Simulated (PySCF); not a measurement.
Compound: C4H11AlCl3N.
Atom-mapped SMILES: `[CH3:1][N+:2]([CH3:3])([CH3:4])[AlH2-:5][C:6]([Cl:7])([Cl:8])[Cl:9]` (hydrogens: H10, H11, H12 on C1; H13, H14, H15 on C3; H16, H17, H18 on C4; H19, H20 on Al5)

Method: TDDFT B3LYP/def2-SVPD, vertical, gas phase, core orbitals frozen in the response (PySCF). Geometry: PBE0-D3(BJ)/def2-SVP; no solvent, vibrations or thermal averaging. Torsions of this conformer, `[CH3:1][N+:2]([CH3:3])([CH3:4])[AlH2-:5][C:6]([Cl:7])([Cl:8])[Cl:9]`: C1–N2–Al5–C6 -61°, N2–Al5–C6–Cl7 180°.

Broadening: Gaussians 0.4 eV wide at half height, area fixed by f = 4.319×10⁻⁹ ∫ε dν̃. The width is an assumption, not a result. The curve ends short of the highest state used, and states not computed would add to its high-energy end.

| λ (nm) | ε (L mol⁻¹ cm⁻¹) |
| --- | --- |
| 195.3 | 3382 |
| 197.0 | 3074 |
| 198.7 | 2771 |
| 200.4 | 2426 |
| 202.1 | 2032 |
| 203.8 | 1613 |
| 205.5 | 1209 |
| 207.2 | 854 |
| 208.9 | 569 |
| 210.6 | 359 |
| 212.3 | 216 |
| 214.0 | 126 |
| 215.7 | 74 |
| 217.4 | 49 |
| 219.1 | 46 |
| 220.8 | 62 |
| 222.5 | 97 |
| 224.2 | 152 |
| 225.9 | 228 |
| 227.6 | 323 |
| 229.3 | 431 |
| 231.0 | 542 |
| 232.7 | 644 |
| 234.4 | 724 |
| 236.1 | 773 |
| 237.8 | 785 |
| 239.5 | 759 |
| 241.2 | 702 |
| 242.9 | 620 |
| 244.5 | 532 |
| 246.2 | 434 |
| 247.9 | 340 |
| 249.6 | 257 |
| 251.3 | 188 |
| 253.0 | 133 |
| 254.7 | 90 |
| 256.4 | 60 |
| 258.1 | 38 |
| 259.8 | 24 |
| 261.5 | 15 |
| 263.2 | 9 |
| 264.9 | 5 |
| 266.6 | 3 |
| 268.3 | 2 |

Q: Locate the maxima and give the states behind the curve.

A: 237 nm (5.22 eV), ε about 790, made up of S1 (100%) (ε in L mol⁻¹ cm⁻¹; maxima over ε = 5, shares over 10%). At its high-energy end, 6.35 eV, the curve is still rising (ε about 3400, from S4, S5, S6 and S7). The states used: S1 5.22 eV (f 0.012); S2 6.02 eV (f 0.0011); S3 6.08 eV (f 0.0000); S4 6.18 eV (f 0.013); S5 6.26 eV (f 0.017); S6 6.47 eV (f 0.023); S7 6.68 eV (f 0.036); S8 6.68 eV (f 0.013); S9 6.78 eV (f 0.040); S10 6.95 eV (f 0.028).

Q: On this curve, what absorbance would a 10⁻⁴ mol/L sample give at 254 nm over a 1 cm path?

A: 254 nm is 4.881 eV, where ε is about 110 L mol⁻¹ cm⁻¹, so A = ε c l ≈ 0.011 (Beer–Lambert, with the gas-phase spectrum and the assumed width).

Q: What would ε be at 5.22 eV, the highest of these maxima, with half the width (0.2 eV)?

A: About 1570 L mol⁻¹ cm⁻¹ against 785, a factor of about 2.00; a lone state at its own centre would give exactly 2.

Q: Coming from long wavelengths, where does ε first pass 100 L mol⁻¹ cm⁻¹?

A: At about 254 nm (4.88 eV), 0.34 eV below S1.

The vertical ionisation energy (ΔSCF) is 9.14 eV, 2.20 eV above S10.
